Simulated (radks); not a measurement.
The numbers below are computed, except where a source is named.
Problem. The mean radii <r> (bohr) of the occupied orbitals of an atom or ion are listed with their occupations. Level of theory: Dirac Kohn-Sham, exchange-only PBE, spin-unpolarised, spherical densities, finite nucleus; Fermi nuclear charge, rms radius of each element as measured or else 0.836 A^(1/3) + 0.57 fm (a radial shooting solver on a logarithmic mesh with Libxc functionals).

| orbital | occ. | <r> |
|---|---|---|
| 1s1/2 | 2 | 0.05845 |
| 2s1/2 | 2 | 0.2668 |
| 2p1/2 | 2 | 0.2334 |
| 2p3/2 | 4 | 0.2365 |
| 3s1/2 | 2 | 0.8112 |
| 3p1/2 | 2 | 0.8518 |
| 3p3/2 | 4 | 0.8612 |
| 3d3/2 | 4 | 1.090 |
| 3d5/2 | 2 | 1.095 |
| 4f5/2 | 1 | 9.103 |

Name the element and its charge. Open shells, if any, fill j = l - 1/2 first.

Solution. Z = 26, iron, charge +1: Fe+ in [Ar] 3d6 4f1. The 1s radius gives Z: for a bare nucleus <r> = (2 gamma + 1)/(2Z) with gamma = sqrt(1 - (Z/c)^2), 0.05699 bohr for Z = 26, and screening makes it slightly larger (0.05845 here). The occupations add up to 25, and the charge is Z minus that.
